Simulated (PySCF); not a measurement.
CH8FNSi2, SMILES NC[SiH2][SiH2]F. Atoms are numbered in the order given.

```xyz
13

N     -2.7122     1.0583     1.0198
C     -1.5643     0.1752     0.8719
Si    -0.0910     0.9115    -0.0906
Si     1.6869    -0.5975    -0.3389
F      1.0823    -1.9592    -1.0150
H     -2.4483     1.9182     1.4972
H     -3.0729     1.3368     0.1092
H     -1.8800    -0.7554     0.3702
H     -1.2183    -0.1439     1.8700
H      0.4137     2.1324     0.6210
H     -0.5614     1.3486    -1.4452
H      2.2796    -0.9727     0.9809
H      2.7749    -0.0870    -1.2255
```

Geometry: PBE0-D3(BJ)/def2-SVP. This is a generated structure with no PubChem entry under its InChIKey; it may be hypothetical. Other conformers were not sampled.

Computed with HF/pcSseg-1 in PySCF.

GIAO shieldings, no solvent; atoms listed in one row are averaged. δ = σ(ref) − σ: ¹⁵N against NH3 (σ = 267.3 ppm); ¹³C against TMS (σ = 192.6 ppm); ²⁹Si against TMS (σ = 393.8 ppm); ¹⁹F against CFCl3 (σ = 238.5 ppm); ¹H against TMS (σ = 31.99 ppm), references at their B3LYP-D3(BJ)/def2-TZVP geometries, non-relativistic.

```csv
nucleus,atoms,count,δ (ppm)
¹⁵N,N1,1,20.8
¹³C,C2,1,23.3
²⁹Si,Si4,1,-2.5
²⁹Si,Si3,1,-54.5
¹⁹F,F5,1,-207.8
¹H,"H12, H13",2,5.19
¹H,H11,1,3.81
¹H,H10,1,3.51
¹H,H8,1,2.63
¹H,H9,1,2.47
¹H,"H6, H7",2,0.43
```
